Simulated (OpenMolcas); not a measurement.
# Levels of Dy4+ by method

```
Program             : OpenMolcas
Basis               : ANO-RCC-VQZP [9s8p6d4f3g2h]
Scalar Hamiltonian  : DKH2, point nucleus
Active space        : 8 electrons in 7 orbitals (4f)
State averaging     : 2S+1 = 7 even, 7 roots; 2S+1 = 5 even, 140 roots (31 in the spin-orbit step)
Spin-orbit coupling : state interaction with AMFI integrals over the reference wave functions, term energies averaged over their components
```

Methods on the same reference wave functions:
A. CASSCF
B. SS-CASPT2, IPEA 0.25 Eh, imaginary shift 0.1 Eh (closed shells correlated: 5s 5p)

Energies in cm⁻¹ above 4f⁸ ⁷F₆.

| Level | A | B |
| --- | --- | --- |
| 4f⁸ ⁷F₆ | 0.0 | 0.0 |
| 4f⁸ ⁷F₅ | 2730 | 2780 |
| 4f⁸ ⁷F₄ | 4485 | 4510 |
| 4f⁸ ⁷F₃ | 5710 | 5710 |
| 4f⁸ ⁷F₂ | 6542 | 6540 |
| 4f⁸ ⁷F₁ | 7058 | 7040 |
| 4f⁸ ⁷F₀ | 7305 | 7290 |
| 4f⁸ ⁵D₄ | 26607 | 23770 |

The lowest spin-free term lies below A's lowest term by 0.634 hartree in B.

CASPT2 does not keep the components of a term degenerate, so their means are used; among the terms shown or strongly mixed into the levels shown the widest spread is 59 cm-1 (4f⁸ ⁷F, B). High states are left out of the spin-orbit mixing, which shifts the levels that they would mix with. Without dynamic correlation excited terms often stand tens of per cent too high (terms of higher spin than the ground term too low), and those without a measured partner can miss by more than the paired ones (holds for A). Only configurations of the active space appear. Levels that lie high or do not pair safely by name in every column are left out.
